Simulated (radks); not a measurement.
The numbers below are computed, except where a source is named.
The mean radii <r> (bohr) of the occupied orbitals of an atom or ion are listed with their occupations. Code: a radial shooting solver on a logarithmic mesh with Libxc functionals. Model: scalar-relativistic Kohn-Sham, PBE, spin-polarised, spherical densities, point nucleus.

| orbital | occ. | <r> |
|---|---|---|
| 1s up | 1 | 0.05409 |
| 1s down | 1 | 0.05409 |
| 2s up | 1 | 0.2451 |
| 2s down | 1 | 0.2448 |
| 2p up | 3 | 0.2155 |
| 2p down | 3 | 0.2151 |
| 3s up | 1 | 0.7347 |
| 3s down | 1 | 0.7368 |
| 3p up | 3 | 0.7682 |
| 3p down | 3 | 0.7718 |
| 3d up | 5 | 0.8904 |
| 3d down | 2 | 0.9127 |
| 5s up | 1 | 4.765 |

Name the element and its charge. Open shells, if any, are filled with parallel spins first.

Answer. Z = 28, nickel, charge +2: Ni2+ in [Ar] 3d7 5s1. The 1s radius gives Z: for a bare nucleus <r> = (2 gamma + 1)/(2Z) with gamma = sqrt(1 - (Z/c)^2), 0.05282 bohr for Z = 28, and screening makes it slightly larger (0.05409 here). The occupations add up to 26, and the charge is Z minus that.
